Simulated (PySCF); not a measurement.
SMILES [SiH2](N)[Si](Cl)(Cl)Cl (H4Cl3NSi2), CAM-B3LYP/def2-SVP optimised geometry.

```
10

N      1.91    -1.46     0.01
Si     1.25     0.14     0.00
Si    -1.10     0.14     0.00
Cl    -1.81    -0.87    -1.66
Cl    -1.91     2.03     0.00
Cl    -1.80    -0.86     1.67
H      1.84    -2.03     0.84
H      1.88    -2.03    -0.83
H      1.68     0.86     1.22
H      1.69     0.84    -1.23
```

Density from CAM-B3LYP/def2-TZVP (PySCF) at that geometry.

Minimum of the electron density along straight lines between bonded atoms, close to the bond critical point (lines longer than 1.1 times the sum of covalent radii, or with two minima, are not listed):

```
bond     length / Å  ρ at the minimum / e bohr⁻³  ∇²ρ there / e bohr⁻⁵  position (fraction from the first atom)
-------  ----------  ---------------------------  --------------------  ---------------------------------------
N1–Si2        1.724                        0.133                  0.55                                     0.60
Si2–Si3       2.344                        0.097                 -0.14                                     0.36
Si3–Cl4       2.068                        0.100                  0.19                                     0.36
Si3–Cl5       2.063                        0.101                  0.19                                     0.36
Si3–Cl6       2.068                        0.100                  0.19                                     0.36
N1–H7         1.015                        0.330                 -1.62                                     0.74
N1–H8         1.014                        0.330                 -1.62                                     0.74
Si2–H9        1.487                        0.123                  0.14                                     0.49
Si2–H10       1.487                        0.123                  0.14                                     0.49
```
